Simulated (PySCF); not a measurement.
Magnesium: highly charged ions in a basis for the neutral atom

Mg(8+) [He] 2s2, Mg(9+) [He] 2s1. Computed with PySCF 2.14 in aug-cc-pVDZ (5s4p2d, 27 functions), with no relativity, point nucleus. No spin-orbit coupling, so a gap to NIST mixes the basis error with missing relativistic terms.

Changed run: basis of the neutral atom used for a highly charged ion. This setting is unsound on purpose.

| species | method | sound run (hartree) | changed run (hartree) | converged |
| --- | --- | --- | --- | --- |
| Mg(8+) | UHF | not run | -161.32321 | yes |
| Mg(8+) | MN15 | not run | -161.38493 | yes |
| Mg(8+) | BP86 | not run | -161.44307 | yes |
| Mg(9+) | UHF | not run | -149.63483 | yes |
| Mg(9+) | MN15 | not run | -149.64537 | yes |
| Mg(9+) | BP86 | not run | -149.68828 | yes |

Ionisation energy of Mg(8+):

```json
{"method": "UHF", "changed run (eV)": "318.06", "NIST (eV)": "327.99"}
{"method": "MN15", "changed run (eV)": "319.45", "NIST (eV)": "327.99"}
{"method": "BP86", "changed run (eV)": "319.86", "NIST (eV)": "327.99"}
```

The contracted functions were made for the neutral atom and can be too rigid for a highly charged ion.
